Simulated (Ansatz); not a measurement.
A nudged elastic band was laid between two geometries of BClF2 + FH (6 atoms, charge 0, multiplicity 1).

Method: RKS BLYP-D4/def2-SVP in Ansatz.

```yaml
movable_images: 7
climbing_image: yes
spring: 5.0 eV/Å²
optimiser: quadratic models (default)
start_path: straight line
force_threshold: 0.05 eV/Å
iteration_limit: 60
end_points: relaxed
```

First end point:

```xyz
6
Properties=species:S:1:pos:R:3
B -0.001 0.210 0.107
Cl -0.009 0.571 1.869
F 1.147 0.227 -0.550
F -1.151 0.157 -0.546
F 0.070 -2.077 0.581
H 0.065 -1.819 1.489
```

Last end point:

```xyz
6
Properties=species:S:1:pos:R:3
B 0.022 -0.523 -0.469
Cl -0.011 0.361 2.461
F 1.155 0.083 -0.790
F -1.145 0.023 -0.781
F 0.056 -1.735 0.087
H 0.043 -0.939 2.442
```

Task: Which bonds break or form, and what moves?

Result: Bonds broken: B1–Cl2, F5–H6. Bonds formed: B1–F5, Cl2–H6. BClF2 + FH becomes BF3 + ClH.

Task: Give the energies along the band, and the barrier.

Result: It converged. The highest image is number 3 of 0 to 8, 8.3 kcal/mol above the first end and 24.8 kcal/mol above the last; the last end lies 16.6 kcal/mol below the first. Another band between the same ends (7 images) ends at a top of the same energy, where a vibrational analysis finds 1 clearly imaginary mode. The orbitals stay closed-shell, which can raise the energy where a bond breaks towards radicals; this wasn't checked here.

| image | path coordinate (Å) | energy (kcal/mol) | B1–Cl2 (Å) | F5–H6 (Å) | B1–F5 (Å) |
| --- | --- | --- | --- | --- | --- |
| 0 | 0.00 | 0.0 | 1.80 | 0.94 | 2.34 |
| 1 | 0.30 | 1.0 | 1.83 | 0.96 | 2.08 |
| 2 | 0.59 | 4.4 | 1.91 | 1.00 | 1.80 |
| 3 | 0.89 | 8.3 | 2.05 | 1.15 | 1.59 |
| 4 | 1.17 | 1.5 | 2.22 | 1.43 | 1.45 |
| 5 | 1.45 | -9.0 | 2.49 | 1.69 | 1.37 |
| 6 | 1.73 | -14.5 | 2.76 | 1.95 | 1.35 |
| 7 | 2.01 | -16.2 | 2.97 | 2.21 | 1.34 |
| 8 | 2.29 | -16.6 | 3.06 | 2.49 | 1.33 |

Task: What is the geometry of the highest image?

Result: 
```xyz
6
Properties=species:S:1:pos:R:3
B 0.012 -0.215 0.023
Cl -0.001 0.307 2.003
F 1.161 0.111 -0.563
F -1.157 0.039 -0.560
F 0.060 -1.727 0.499
H 0.046 -1.244 1.548
```

Run time: 2.6 min on 1 thread of Arm Neoverse V2 (shared host), peak memory 0.14 GiB.
